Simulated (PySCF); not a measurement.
C2H4I, SMILES C[CH]I (connectivity only; charge and spin as stated), charge +1, multiplicity 1.

Geometry optimised at PBE0-D3(BJ)/def2-SVP. The spin state was assumed, not searched. The isomer is the one that the SMILES or the coordinates give; other isomers of the formula were not compared. The def2 effective core potentials stand for the cores of I; spin–orbit coupling is left out.

Calculation: TDDFT-CAM-B3LYP/def2-SVPD run with PySCF.

Vertical excitations. Gas-phase values at a fixed geometry. State labels are in the subgroup Cs.

```tsv
state	symmetry	energy (eV)	λ (nm)	f	main pairs
S1	A"	2.67	464	0.000	HOMO→LUMO 100 %
S2	A'	4.65	267	0.202	HOMO−1→LUMO 96 %
S3	A"	5.15	241	0.000	HOMO−2→LUMO 98 %
S4	A'	5.79	214	0.002	HOMO→LUMO+1 98 %
S5	A"	6.63	187	0.003	HOMO−1→LUMO+1 98 %
S6	A"	6.76	183	0.000	HOMO−4→LUMO 97 %
S7	A'	7.81	159	0.137	HOMO−3→LUMO 95 %
S8	A"	8.15	152	0.004	HOMO−5→LUMO 94 %
S9	A'	8.57	145	0.111	HOMO→LUMO+2 91 %
S10	A"	9.40	132	0.066	HOMO−1→LUMO+2 96 %
T1	A"	2.37	522	0	HOMO→LUMO 99 %
T2	A'	2.65	467	0	HOMO−1→LUMO 98 %
T3	A"	4.59	270	0	HOMO−2→LUMO 94 %
T4	A'	4.99	248	0	HOMO→LUMO+1 98 %
```
Triplets are in the Tamm–Dancoff approximation, which puts them higher than full response would, so one can lie above its singlet here.
